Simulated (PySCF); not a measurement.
Predicted microwave data (B3LYP/def2-SVPD in PySCF (dipole) on a GFN2-xTB geometry, gas phase) for one isomer of C5H9NOSi:

- Rotational constants: A = 2274, B = 1073, C = 743.8 MHz
- Dipole components: |μa| = 0.68 D, |μb| = 5.07 D, |μc| = 0.04 D
- Inertial defect: -13.75 u·Å²
- κ: -0.57

**Question.** Which structure is it? (One computed conformer of each.)
A. `[CH3:1][CH2:2][C@H:3]([C:4]#[N:5])[C:6](=[O:7])[SiH3:8]` with C1–C2–C3–C4 -62°, C2–C3–C6–O7 -125°
B. `[CH3:1][O:2]/[C:3]([C:4]#[N:5])=[CH:6]/[SiH2:7][CH3:8]` with C1–O2–C3–C4 180°, C3–C6–Si7–C8 169°
C. `[N:1]#[C:2][C@H:3]1[CH2:4][CH2:5][SiH2:6][O:7][CH2:8]1` with C2–C3–C4–C5 -169°, C3–C4–C5–Si6 -54°, C4–C5–Si6–O7 36°, C5–Si6–O7–C8 -35°
D. `[CH3:1][C:2](/[CH:3]=[N:4]\[SiH3:5])=[CH:6]/[CH:7]=[O:8]` with C1–C2–C3–N4 120°, C2–C6–C7–O8 177°
E. `[N:1]#[C:2][CH2:3][C@@H:4]1[CH2:5][CH2:6][O:7][SiH2:8]1` with C2–C3–C4–C5 -63°, C3–C4–C5–C6 -85°, C4–C5–C6–O7 -37°, C5–C6–O7–Si8 21°, C6–O7–Si8–C4 0°

**Answer.** B. It is CO/C(C#N)=C/[SiH2]C, an asymmetric top, point group C1. The candidates at the same level (rigid rotor, commonest isotopes):

```csv
SMILES,A (MHz),B (MHz),C (MHz),μa (D),μb (D),μc (D),Δ (u·Å²),point group,rotor
N#C[C@H]1CC[SiH2]OC1,3889,1138,928.5,3.27,1.38,0.34,-29.68,C1,asymmetric top
CO/C(C#N)=C/[SiH2]C,2274,1073,743.8,0.68,5.07,0.04,-13.75,C1,asymmetric top
CC(/C=N\[SiH3])=C/C=O,1730,1435,889.2,0.58,3.95,0.38,-76.08,C1,asymmetric top
CC[C@H](C#N)C(=O)[SiH3],2117,1152,1061,0.56,3.43,1.37,-201.00,C1,asymmetric top
N#CC[C@@H]1CCO[SiH2]1,3715,1089,937.4,2.53,1.14,0.09,-61.18,C1,asymmetric top
```

`N#CC[C@@H]1CCO[SiH2]1` has A 63 % too high; `CC(/C=N\[SiH3])=C/C=O` has B 34 % too high; `CC[C@H](C#N)C(=O)[SiH3]` has C 43 % too high; `N#C[C@H]1CC[SiH2]OC1` has A 71 % too high. No structure here is proved a minimum.
